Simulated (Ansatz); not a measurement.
Mulliken charges of `OC(S)=[Se]` from ωB97M-V/def2-TZVPP in Ansatz (PBE0-D4/def2-TZVP geometry).

| atom | x (Å) | y (Å) | z (Å) | charge (e) |
| --- | --- | --- | --- | --- |
| O1 | 0.259 | 1.193 | -0.698 | -0.201 |
| C2 | -0.016 | 0.033 | -0.116 | 0.066 |
| S3 | 0.611 | 0.045 | 1.502 | 0.002 |
| Se4 | -0.895 | -1.291 | -0.923 | -0.223 |
| H5 | -0.104 | 1.151 | -1.596 | 0.217 |
| H6 | 0.187 | -1.195 | 1.785 | 0.139 |

**Question.** By hand: the dipole of these point charges (1 e Å = 4.8032 D).

**Answer.** Σ q r = (0.151, 0.134, 0.243) e Å, of length 0.316 e Å = 1.52 D.

**Question.** How does the dipole of the full density compare? (An estimate is asked.)

**Answer.** The calculation gave: (0.120, 0.181, 0.111) e Å, 1.17 D; the point charges give 1.30 times that, at 26° from its direction.

Point charges leave out the atoms' own dipoles, such as those of lone pairs, and Mulliken's split depends on the basis, so the two needn't agree.
